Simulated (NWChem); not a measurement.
Isomers of C₂H₈O₂Si, each optimised at B3LYP/6-31G* with NWChem, gas phase unless a solvent is named. Flexible species stand in one conformer each, which need not be the lowest. Pople sets run with spherical d functions.

A: [SiH2](O)CCO
B: OC[C@@H](O)[SiH3]
C: C[Si@H](O)CO
D: O([SiH3])CCO

Problem. Rank them by dipole (D), B3LYP/6-31G*, lowest first.

Solution. A (0.85), D (1.62), B (2.22), C (2.71)
